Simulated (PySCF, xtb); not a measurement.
Al(OH)(PH2)2 (AlH5OP2), SMILES [Al]([PH2])([OH])[PH2].

GFN2-xTB in xtb at its own geometry gives an orbital gap of 2.94 eV and a dipole moment of 1.79 D.

The structure is a stationary point at B3LYP-D3(BJ)/def2-SVP. The structure was generated by enumeration; whether it is a known compound was not checked. One conformer was computed; it need not be the lowest.

Question: What does PySCF with M06-2X/def2-TZVP give? (Estimate from the structure and the level; the computed values follow.)

Answer: gap 7.53 eV (levels -7.84 and -0.30 eV), dipole 1.72 D.
